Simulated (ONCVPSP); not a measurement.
# Potentials for Ti compared

Generated with ld1.x 7.5 (TM, RRKJ, ultrasoft, PAW), atompaw 4.2 or ONCVPSP 4.0.1. The cutoff is in Ry: for ld1.x and atompaw files where the sum of valence levels is converged to 10 mRy in a Bessel basis, for ONCV files where the hardest occupied wave has 1 mHa per electron of residual kinetic energy. The error is the largest all-electron minus pseudo excitation energy over each file’s own four to seven test configurations (ionisations up to +4, promotions, holes and added fractions of an electron), all of which were solved. The labels leave out finer settings (local radius, basis sizes, second energies), which also bear on the numbers. Spin-polarised tests are not counted. The rows are a selection from randomly drawn settings: files with unsolved tests, undetermined cutoffs or missed reference levels are left out.

A true bound ghost makes a file unfit for plane-wave use even where its test errors are small: the radial tests pick states by their node count and pass the ghost by.

| potential | cutoff (Ry) | largest error (meV) | bound ghosts |
| --- | --- | --- | --- |
| ONCV, LDA (Perdew-Wang 92), scalar-relativistic, rc 1.55/2.10/2.28 (spd), local smoothed, core correction no, reference 3s2 3p6 3d2 4s1.75 4p0.25, qcut 9.6/8.3/7.6, projectors 2/2/2 | 53 | +1.5 | none |
| ONCV, LDA (Perdew-Wang 92), scalar-relativistic, rc 1.35/2.10/1.35 (spd), local smoothed, core correction no, reference 3s2 3p6 3d2 4s1.5 4p0.5, qcut 10.4/8.1/10.1, projectors 2/2/2 | 80 | +11 | none |
| ONCV, PBE, non-relativistic, rc 1.95/2.00/1.35 (spd), local smoothed, core correction yes, reference 3s2 3p6 3d2 4s1.75 4p0.25, qcut 5.2/6.3/13.3, projectors 2/2/1 | 108 | -1.8 | none |

Q: Fill in the row for Ti: ONCV, LDA (Perdew-Wang 92), scalar-relativistic, rc 1.45/1.15/1.50 (spd), local smoothed, core correction yes, reference 3s2 3p6 3d2 4s1, qcut 8.5/8.4/8.8, projectors 2/2/2.

A: cutoff 67 Ry, largest error +36 meV, bound ghosts: none.

Q: Fill in the row for Ti: ONCV, PBE, scalar-relativistic, rc 1.00/1.20/1.00 (spd), local d, core correction yes, reference 3s2 3p6 3d1, qcut 5.8/13.3/9.7, projectors 2/2/0.

A: cutoff 280 Ry, largest error +6.9 meV, bound ghosts: s.
